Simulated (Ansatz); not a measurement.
Program: Ansatz. Geometries: PBE0-D4/def2-TZVP. ΔE: electronic, gas phase. CBS: MP2 limit from def2 TZ/QZ plus the TZ coupled-cluster correction, frozen cores. Functionals use def2-TZVPP. B3LYP here is the variant with VWN-RPA as its local correlation; programs differ in this. For Ge outer-core shells are correlated without core-valence functions, which leaves a few kJ/mol of doubt a bond. Scalar relativity is left out up to krypton. One conformer a species, not always the lowest.

Reaction (formal exchange of groups at a Ge–S bond): `NB[S][GeH3]` + `BSC` → `BS[CH2][GeH3]` + `NBS`

`NB[S][GeH3]`:

```xyz
10

N    -0.123    2.230   -0.784
B     0.017    0.993   -0.164
S    -0.449   -0.524   -1.055
Ge    0.039   -2.012    0.520
H    -0.474    2.350   -1.719
H     0.123    3.089   -0.324
H     0.443    0.945    0.953
H    -0.298   -3.387   -0.074
H    -0.810   -1.749    1.773
H     1.532   -1.934    0.873
```

`BSC`:

Z-matrix (Å, degrees):
```
C
S 1 1.809
H 1 1.090 2 109.0
H 1 1.088 2 109.9 3 -120.5
H 1 1.090 2 109.1 3 118.9
B 2 1.749 1 105.8 3 120.7
H 6 1.193 2 115.9 1 -180.0
H 6 1.194 2 121.2 1 0.0
```

`BS[CH2][GeH3]`:

```xyz
11

B     2.079    0.474   -0.630
S     1.163   -1.018   -0.611
C    -0.104   -0.794    0.663
Ge   -1.664    0.188   -0.021
H     2.967    0.525   -1.424
H     1.823    1.368    0.118
H    -0.410   -1.789    0.989
H     0.328   -0.273    1.517
H    -1.211    1.592   -0.448
H    -2.235   -0.565   -1.232
H    -2.736    0.293    1.079
```

`NBS`:

Z-matrix (Å, degrees):
```
N
B 1 1.391
H 1 1.004 2 121.9
H 1 1.006 2 124.2 3 -180.0
S 2 1.816 1 120.0 3 180.0
H 2 1.194 1 119.9 3 -0.0
H 5 1.339 2 96.3 1 -180.0
```

Q: Is it downhill or uphill in electronic energy at CCSD(T)/CBS, and by how much? (Estimate.)

A: Ansatz gave: Uphill: ΔE = +58.3 kJ/mol.

Q: What do these levels give: PBE-D4, r2SCAN-D4, PBE0-D4, B3LYP-D4, ωB97X-V, ωB97M-V, B2PLYP, PBE, PBE0, MP2/def2-TZVPP, CCSD/def2-TZVPP, CCSD/CBS(def2)? (Estimate.)

A: Ansatz gave: PBE-D4 62.5, r2SCAN-D4 64.4, PBE0-D4 64.1, B3LYP-D4 62.6, ωB97X-V 61.7, ωB97M-V 61.5, B2PLYP 63.3, PBE 63.9, PBE0 65.4, MP2/def2-TZVPP 60.1, CCSD/def2-TZVPP 58.8, CCSD/CBS(def2) 58.7 kJ/mol.

Largest T1 diagnostic among the species: 0.014.

In def2-TZVPP, CCSD(T) changes the Hartree–Fock value by −11.8 kJ/mol (the triples alone add −0.3 kJ/mol) and MP2 by −10.1 kJ/mol.
